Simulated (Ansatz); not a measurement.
`C[O][Al]([F])[F]` + H₂ → `C[O][AlH][F]` + H–F at 700 K and 1 bar (hydrogenolysis of the Al–F bond).

Computed with Ansatz on PBE0-D4/def2-TZVP structures; ΔE is electronic, products minus reactants. CBS: MP2 limit from def2 TZ/QZ plus the TZ coupled-cluster correction, frozen cores. This one scheme is used for every species. Each species was taken in one conformer, which may not be the lowest.

| species | CCSD(T)/CBS energy (Eh) | H − E (kJ/mol) | S (J/(mol·K)) |
| --- | --- | --- | --- |
| `C[O][Al]([F])[F]` | -556.83340 | 190.5 | 440.5 |
| H₂ | -1.17544 | 46.8 | 155.3 |
| `C[O][AlH][F]` | -457.55503 | 196.5 | 412.6 |
| H–F | -100.39570 | 45.2 | 198.5 |

H − E and S are ideal-gas, rigid-rotor, harmonic terms from PBE0-D4/def2-TZVP, for one conformer and one mirror image of each species. The MP2-based limit puts H₂ 0.8 mEh under its directly extrapolated value; such offsets cancel only in part. 1 Eh = 2625.50 kJ/mol, R = 8.31446 J/(mol·K).

By hand: ΔE, ΔH, ΔS and ΔG.

ΔE = (-457.55503) + (-100.39570) − (-556.83340) − (-1.17544) = 0.05811 Eh = 152.6 kJ/mol. Δ(H − E) = 196.5 + 45.2 − 190.5 − 46.8 = 4.4, so ΔH = 157.0 kJ/mol. ΔS = 412.6 + 198.5 − 440.5 − 155.3 = 15.3 J/(mol·K). ΔG = 157.0 − 700 × (15.3)/1000 = 146.3 kJ/mol.

By hand: the equilibrium constant, and the temperature at which ΔG would vanish if ΔH and ΔS stayed fixed.

log₁₀ K = −ΔG/(RT ln 10) = -10.9. ΔG = 0 at ΔH/ΔS = 10261 K, far beyond where these terms or the molecules hold.

ΔH outweighs TΔS. A doubt of 5 kJ/mol in ΔE shifts log₁₀ K by 0.4 here. Other conformers and mirror images would add mixing entropy, several J/(mol·K) or more a flexible species. These are equilibria of isolated gas molecules and say nothing of rates. Largest T1 diagnostic: 0.013 (customary marks: 0.02 for closed shells, 0.045 for open ones).
